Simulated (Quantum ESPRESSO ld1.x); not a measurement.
Q: Species: Tm3+. Configuration: [Xe] 4f9 6s1 6p2 (not the ground configuration). Calculated with ld1.x of Quantum ESPRESSO 7.5: scalar-relativistic Kohn-Sham, PBE, spin-unpolarised, spherical densities, point nucleus. Some entries of the table are withheld. Estimate them.

orbital,occ.,eigenvalue (hartree),<1/r> (bohr^-1)
1s,2,-2181.62,79.11
2s,2,-370.411,18.43
2p,6,-327.329,16.96
3s,2,-85.5533,6.800
3p,6,-72.5119,6.341
3d,10,-56.4156,(1)
4s,2,-19.1033,2.891
4p,6,(2),2.648
4d,10,(3),2.357
5s,2,-4.02520,(4)
5p,6,-2.87968,1.020
4f,9,-2.71286,1.895
6s,1,-1.18394,0.4979
6p,2,(5),(6)

A: 
(1) 3d <1/r> (bohr^-1): 6.006
(2) 4p eigenvalue (hartree): -14.7873
(3) 4d eigenvalue (hartree): -9.05521
(4) 5s <1/r> (bohr^-1): 1.174
(5) 6p eigenvalue (hartree): -0.90111
(6) 6p <1/r> (bohr^-1): 0.4252
